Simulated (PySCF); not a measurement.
Compound: C6H12NO (doublet state).
SMILES with atom numbers: `[CH3:1][C:2]([CH3:3])[CH2:4][CH2:5][NH:6][CH:7]=[O:8]` (hydrogens: H9, H10, H11 on C1; H12, H13, H14 on C3; H15, H16 on C4; H17, H18 on C5; H19 on N6; H20 on C7)

Cartesian coordinates in Å at the GFN2-xTB level; atoms count from 1:
```xyz
20
C6H12NO angstrom
C     -2.237   -0.766   -0.110
C     -1.130    0.025    0.486
C     -1.229    1.508    0.456
C      0.100   -0.651    0.959
C      1.059   -1.033   -0.201
N      1.545    0.133   -0.895
C      2.809    0.574   -0.775
O      3.690    0.021   -0.166
H     -3.206   -0.394    0.229
H     -2.244   -0.693   -1.205
H     -2.155   -1.818    0.153
H     -2.028    1.862    1.117
H     -0.300    1.973    0.777
H     -1.480    1.873   -0.545
H     -0.151   -1.581    1.476
H      0.652   -0.008    1.647
H      0.537   -1.685   -0.907
H      1.934   -1.550    0.197
H      0.858    0.700   -1.366
H      2.970    1.519   -1.330
```

The hyperfine couplings belong to this conformer and change with its torsions.

Method used: UKS B3LYP, pcH-1 on C H N O, non-relativistic, mean-field spin-orbit, GIAO in PySCF. Isolated species at its GFN2-xTB geometry (one conformer only). The geometry wasn't refined by DFT: couplings that depend on bond lengths, twists or pyramidal angles can differ widely from those at the functional's own minimum. Stability of the SCF solution: not tested.

Where do the isotropic ENDOR lines of N6, H9 (×6), H15/H16 and H17/H18 fall at 341.1 mT, to first order?

For S = 1/2 in fast tumbling each set of equivalent nuclei gives two lines, ν± = |νn ± a/2| to first order, with νn = g_N μN B/h and μN/h = 7.62259 MHz/T.

| nuclei | isotope | g_N | νn (MHz) | a_iso (MHz) | lower line (MHz) | upper line (MHz) |
| --- | --- | --- | --- | --- | --- | --- |
| N6 | 14N | 0.4038 | 1.05 | -0.50 | 0.80 | 1.30 |
| H9 (×6) | 1H | 5.5857 | 14.52 | 68.71 | 19.83 | 48.88 |
| H15/H16 | 1H | 5.5857 | 14.52 | 35.99 | 3.47 | 32.52 |
| H17/H18 | 1H | 5.5857 | 14.52 | 1.74 | 13.65 | 15.39 |

Which pairs are centred on the nuclear Larmor frequency, and which on half the coupling?

Centred on νn, since |a| < 2νn: N6 and H17/H18. Centred on |a|/2 and split by 2νn: H9 (×6) and H15/H16.

At what field would the lower line of H9 (×6) fall to zero frequency?

Where νn = |a|/2, that is B = 34.35 MHz/(5.5857 × 7.62259 MHz/T) = 807 mT, as far as first order holds there.

Means are taken over nuclei equivalent by connectivity, which assumes that they swap fast. The six 1H nuclei of mean +68.7 MHz run from 4.9 to 120.5 MHz in the frozen geometry. The 1H value of +36.0 MHz is a mean of couplings from 20.2 to 51.8 MHz in this one geometry, not an average over conformers. The 1H value of +1.7 MHz is a mean of couplings from -4.5 to 8.0 MHz in this one geometry, not an average over conformers.

The largest Mulliken spin populations are on C2 (+0.97), C3 (-0.08), C4 (-0.08) and C1 (-0.08). C2 is the only atom above +0.15. The positive populations add up to 1.25 and the negative ones to -0.25, together 2S = 1. The angles at C2 add up to 359.7°, so it is planar.
